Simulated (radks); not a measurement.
Results of a calculation; reference values are marked as such.
Radial electron density D(r) = 4 pi r^2 rho(r) of an atom or ion with 25 electrons. Level of theory: scalar-relativistic Kohn-Sham, LB94 model potential, spin-polarised, spherical densities, finite nucleus; Fermi nuclear charge, rms radius of each element as measured or else 0.836 A^(1/3) + 0.57 fm (a radial shooting solver on a logarithmic mesh with Libxc functionals).

r (bohr),D(r) (e/bohr),spin D(r)
0.003281,1.502,0.000990
0.003759,1.913,0.00126
0.004307,2.429,0.00160
0.004895,3.029,0.00199
0.005608,3.812,0.00250
0.006425,4.773,0.00313
0.007303,5.863,0.00383
0.008367,7.247,0.00472
0.009509,8.782,0.00569
0.01089,10.68,0.00688
0.01248,12.84,0.00821
0.01419,15.12,0.00957
0.01625,17.75,0.0111
0.01862,20.52,0.0126
0.02116,23.16,0.0139
0.02425,25.84,0.0150
0.02756,28.08,0.0157
0.03157,29.97,0.0158
0.03617,31.15,0.0152
0.04111,31.48,0.0139
0.0471,30.97,0.0121
0.05353,29.77,0.0104
0.06133,28.00,0.00941
0.07026,26.18,0.0108
0.07986,24.91,0.0160
0.09149,24.54,0.0280
0.1048,25.49,0.0495
0.1191,27.54,0.0811
0.1365,30.47,0.130
0.1551,33.14,0.196
0.1777,34.84,0.292
0.2036,34.48,0.428
0.2314,31.91,0.608
0.2651,27.23,0.873
0.3038,21.68,1.23
0.3452,17.04,1.66
0.3955,13.94,2.19
0.4496,13.15,2.72
0.515,14.09,3.23
0.5901,15.65,3.60
0.6707,16.55,3.75
0.7684,16.13,3.66
0.8733,14.39,3.37
1,11.59,2.93
1.146,8.539,2.44
1.303,5.995,2.01
1.493,3.932,1.63
1.71,2.543,1.32
1.944,1.712,1.07
2.227,1.150,0.842
2.531,0.7909,0.641
2.899,0.5110,0.444
3.322,0.3039,0.276
3.775,0.1668,0.156
4.325,0.07600,0.0723
4.955,0.02879,0.0278
5.632,0.009485,0.00925
6.453,0.002295,0.00226
7.334,0.0004676,0.000462

What is the nuclear charge?

Answer. Z = 26. The innermost maximum, from 1s, lies near gamma/Z bohr with gamma = sqrt(1 - (Z/c)^2) = 0.982, here 0.0378 bohr (found: 0.0408), and its height grows with Z. The density is that of the iron ion Fe+ in [Ar] 3d6 4s1; the configuration itself is not fixed sharply by these data, and Z only to about a unit. D(r) has 3 maxima, at r = 0.0408, 0.186, 0.692 bohr, and minima at 0.0893, 0.442 bohr, inside which lie 2.13, 10.73 electrons.
